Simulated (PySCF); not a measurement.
PySCF input file for Al(Me)(OH)(NH2) (CH6AlNO), SMILES [CH3][Al]([NH2])[OH], C-PCM-ωB97X/def2-SVP. Geometry optimised at B3LYP-D3(BJ)/def2-SVP. Other conformers were not sampled.

```python
import numpy as np
from pyscf import gto, scf, dft
from pyscf.solvent import pcm

mol = gto.M(
    atom='''
    Al    0.02475499   -0.03645271    0.00000000
    C    -0.31775867    1.88025025   -0.00000000
    H     0.13688995    2.35689561    0.88508786
    H     0.13688996    2.35689560   -0.88508787
    H    -1.39201389    2.12629141   -0.00000001
    O     1.65731861   -0.54786416   -0.00000000
    H     1.99027035   -1.44825754    0.00000000
    N    -1.29502798   -1.22803496   -0.00000000
    H    -1.20016634   -2.23896522   -0.00000000
    H    -2.28048585   -0.98131816    0.00000000
    ''',
    basis='def2-SVP',
    charge=0,
    spin=0,
    max_memory=1600,
    verbose=3,
)
mf = dft.RKS(mol, xc='wb97x').density_fit(auxbasis='def2-universal-jkfit')
mf.grids.level = 3
mf.conv_tol = 1e-9
mf.max_cycle = 100
mf.kernel()
res = {}
for name, eps in {'water': 78.355, 'cyclohexanone': 15.619, 'benzene': 2.2706}.items():
    s = mf.PCM()
    s.with_solvent.method, s.with_solvent.eps, s.with_solvent.lebedev_order = 'C-PCM', eps, 29
    s.kernel(mf.make_rdm1())
    res[name] = (s.e_tot, eps, s.dip_moment(), s.mo_energy, s.converged)
    print(f'{name}: electrostatic solvation free energy {(s.e_tot - mf.e_tot) * 627.509474:.3f} kcal/mol')
```

Log of the run:

```
converged SCF energy = -413.96588639492

WARN: PCM is an experimental feature. It is still in testing.
Features and APIs may be changed in the future.

converged SCF energy = -413.976273999005
Dipole moment(X, Y, Z, Debye): -1.41918, -1.98435, -0.00000
water: electrostatic solvation free energy -6.518 kcal/mol

WARN: PCM is an experimental feature. It is still in testing.
Features and APIs may be changed in the future.

converged SCF energy = -413.975695719279
Dipole moment(X, Y, Z, Debye): -1.40348, -1.96289, -0.00000
cyclohexanone: electrostatic solvation free energy -6.155 kcal/mol

WARN: PCM is an experimental feature. It is still in testing.
Features and APIs may be changed in the future.

converged SCF energy = -413.971589244138
Dipole moment(X, Y, Z, Debye): -1.29939, -1.81791, -0.00000
benzene: electrostatic solvation free energy -3.579 kcal/mol
```

The calculation finished and met its thresholds.
